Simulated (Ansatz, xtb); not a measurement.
Two isomers of C7H9Cl

Structure I: `CCC1=CC=C(Cl)C1`, a singlet. Structure II: `CC1=CCC=C[C@@H]1Cl`, a singlet. Both are isolated molecules in the gas phase, relaxed with PBE0-D3(BJ)/def2-SVP, each in the lowest conformer that the search found.

**Question.** Estimate E(II) − E(I) at the level CCSD(T)/def2-SVP + ΔMP2/def2-TZVPP.

**Answer.** Calculated at CCSD(T)/def2-SVP + ΔMP2/def2-TZVPP: E(II) − E(I) = −0.150 eV, so structure II lies lower.

How the difference moves with the method:

```csv
level,geometry,E(II) − E(I) (eV),departure from the last row (eV),"job, with rough time for the two"
GFN2-xTB,GFN2-xTB,+0.143,+0.292,"optimisation, 0.2 s"
HF/STO-3G,GFN2-xTB,−0.126,+0.023,"single point, 0.52 s"
r2SCAN-D4/def2-SVP,GFN2-xTB,−0.092,+0.058,"single point, 5.2 s"
PBE0-D3(BJ)/def2-SVP,PBE0-D3(BJ)/def2-SVP,−0.109,+0.041,"optimisation, 50 s"
HF/def2-SVP,PBE0-D3(BJ)/def2-SVP,−0.246,−0.096,part of the CCSD(T) run
MP2/def2-SVP,PBE0-D3(BJ)/def2-SVP,−0.036,+0.114,part of the CCSD(T) run
CCSD(T)/def2-SVP,PBE0-D3(BJ)/def2-SVP,−0.121,+0.029,single point
CCSD(T)/def2-SVP + ΔMP2/def2-TZVPP,PBE0-D3(BJ)/def2-SVP,−0.150,,"single point, 2.6 min"
```

As drawn, both hold the same kinds of bond in the same numbers. Structure I has a 5-membered ring, II a 6-membered ring.

GFN2-xTB puts the two in the other order. The largest departure from CCSD(T)/def2-SVP + ΔMP2/def2-TZVPP is that of GFN2-xTB, 0.292 eV. The last row adds to CCSD(T) the change of the MP2 difference between the two basis sets, here −0.029 eV.

With thermal terms from frequencies at re-optimised GFN2-xTB minima (ideal gas, soft modes damped towards free rotors, one conformer each, 298.15 K, 1 atm): the zero-point term adds −0.001 eV; ΔH is −0.155 and ΔG −0.146 eV.

The correlated steps freeze 12 core orbitals. Mirror images aren't counted in ΔG. Codes used: Ansatz 0.2.0, xtb 6.7.1; the last row on 4 threads of Arm Neoverse V1 on a shared host.
